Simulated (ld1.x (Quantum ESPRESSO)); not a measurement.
## u(r) = r·R(r): atom against pseudo-atom (C (Z = 6))

Columns: radius, all-electron u(r) and pseudo u(r) of the 2p shell (level -5.51 eV) of carbon in the configuration [He] 2s1.5 2p2.5; PBE, non-relativistic, TM semilocal scheme, ld1.x (Quantum ESPRESSO) 7.5.

```
r (bohr)  all-electron  pseudo
   0.068        0.0240  0.0117
   0.135        0.0787  0.0451
   0.202        0.1478  0.0976
   0.270        0.2229  0.1661
   0.338        0.2970  0.2445
   0.405        0.3657  0.3255
   0.473        0.4293  0.4059
   0.540        0.4850  0.4783
   0.608        0.5344  0.5416
   0.675        0.5764  0.5924
   0.742        0.6121  0.6314
   0.810        0.6421  0.6605
   0.878        0.6661  0.6807
   0.945        0.6841  0.6942
   1.013        0.6973  0.7031
   1.080        0.7058  0.7085
   1.148        0.7104  0.7112
   1.215        0.7113  0.7115
   1.283        0.7091  0.7091
   1.350        0.7043  0.7043
   1.418        0.6971  0.6971
   1.485        0.6881  0.6881
   1.553        0.6772  0.6772
   1.620        0.6653  0.6653
   1.688        0.6520  0.6520
   1.755        0.6380  0.6380
```

Q: How many radial nodes do the two functions have?

A: The all-electron 2p function has n − l − 1 = 0; the pseudo-wave has 0.

Q: At about which radius was the pseudo-wave matched?

A: 1.35 bohr. The columns agree to 0.0005 from 1.22 bohr on; several derivatives are matched, so the curves merge somewhat inside the radius.

Q: Is the pseudo-wave norm-conserving?

A: Yes: the TM semilocal scheme keeps the norm inside the radius equal to the all-electron one, which fixes the energy derivative of the logarithmic derivative at the level.
